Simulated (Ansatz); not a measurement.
The same path of a periodic cell of 19 atoms, Be₁₈S (surface Be(0001), adsorbate S) was run twice with different band settings. Lost on the way: Be14–S19. Made: Be13–S19.

Level of theory: DFT PBE, scalar-relativistic, plane waves, PAW (Ansatz 0.2.0). Settings: cutoff 420 eV, k mesh 5x4x1, fermi-dirac smearing 0.15 eV, no spin polarisation.

Relaxed end points:

```xyz
19
Lattice="4.5800 0.0000 0.0000 3.4350 5.9496 0.0000 0.0000 0.0000 15.5884" Properties=species:S:1:pos:R:3
Be 0.000 0.000 1.000
Be 2.290 0.000 1.000
Be 1.145 1.983 1.000
Be 3.435 1.983 1.000
Be 2.290 3.966 1.000
Be 4.580 3.966 1.000
Be -0.001 1.302 2.891
Be 2.288 1.310 2.767
Be 1.167 3.288 2.847
Be 3.409 3.297 2.851
Be 2.276 5.313 2.817
Be 4.591 5.315 2.836
Be -0.003 -0.070 4.594
Be 2.286 -0.091 4.740
Be 1.109 2.034 4.698
Be 3.467 2.030 4.698
Be 2.298 3.994 4.607
Be 4.569 3.982 4.593
S 2.290 1.341 6.214
```

```xyz
19
Lattice="4.5800 0.0000 0.0000 3.4350 5.9496 0.0000 0.0000 0.0000 15.5884" Properties=species:S:1:pos:R:3
Be 0.000 0.000 1.000
Be 2.290 0.000 1.000
Be 1.145 1.983 1.000
Be 3.435 1.983 1.000
Be 2.290 3.966 1.000
Be 4.580 3.966 1.000
Be -0.002 1.310 2.767
Be 2.289 1.302 2.891
Be 1.119 3.297 2.851
Be 3.457 3.288 2.847
Be 2.301 5.315 2.836
Be 4.566 5.313 2.817
Be -0.004 -0.091 4.740
Be 2.287 -0.070 4.594
Be 1.177 2.030 4.698
Be 3.399 2.034 4.698
Be 2.279 3.982 4.593
Be 4.588 3.994 4.607
S 4.580 1.341 6.214
```

Common settings: spring 5.0 eV/Å²; optimiser quadratic models (default); end points relaxed; atoms held 1 to 6.

| run | movable images | climbing image | start path | force threshold | iteration limit |
| --- | --- | --- | --- | --- | --- |
| 1 | 3 | yes | IDPP | 0.03 eV/Å | 27 |
| 2 | 4 | from the first iteration | default | 0.05 eV/Å | 17 |

(1) What does each run give, and how far can it be trusted?

Answers

(1) Run 1: converged after 11 iterations, highest image 0.276 eV above the first end. By the program's own check the climbing image is a first-order saddle point (lowest curvatures found: -1.13 and 1.49 eV/Å²).
Run 2: converged after 11 iterations, highest image 0.276 eV above the first end. Beside the main top the profile has a ripple of under 15 meV (maxima at images 1, 3), which may be a very shallow well or noise. The order of the stationary point at the top wasn't checked.
Limits of this set-up: coarse k mesh, thin slab, slab without dipole correction.
